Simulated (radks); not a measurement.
Species: Rb+. Configuration: [Kr]. Calculated with a radial shooting solver on a logarithmic mesh with Libxc functionals: Dirac Kohn-Sham, Slater X-alpha with alpha = 0.611, spin-unpolarised, spherical densities, finite nucleus; Fermi nuclear charge, rms radius 4.2036 fm. Some entries of the table are withheld. Estimate them.

orbital  occ.  eigenvalue (hartree)  <1/r> (bohr^-1)  r(max) (bohr)
1s1/2       2             -550.5358            37.81        0.02633
2s1/2       2             -73.51781            8.479         0.1500
2p1/2       2             -66.69983            8.456            (1)
2p3/2       4             -64.48013            8.145            (2)
3s1/2       2             -10.94627            2.812         0.4524
3p1/2       2                   (3)            2.702         0.4416
3p3/2       4                   (4)            2.627         0.4506
3d3/2       4              -3.91501            2.391            (5)
3d5/2       6              -3.85872            2.371            (6)
4s1/2       2                   (7)           0.9210          1.261
4p1/2       2              -0.73917           0.7783            (8)
4p3/2       4              -0.70684           0.7580            (9)

Answer. 
(1) 2p1/2 r(max) (bohr): 0.1174
(2) 2p3/2 r(max) (bohr): 0.1209
(3) 3p1/2 eigenvalue (hartree): -8.51399
(4) 3p3/2 eigenvalue (hartree): -8.18069
(5) 3d3/2 r(max) (bohr): 0.3916
(6) 3d5/2 r(max) (bohr): 0.3944
(7) 4s1/2 eigenvalue (hartree): -1.29701
(8) 4p1/2 r(max) (bohr): 1.413
(9) 4p3/2 r(max) (bohr): 1.444
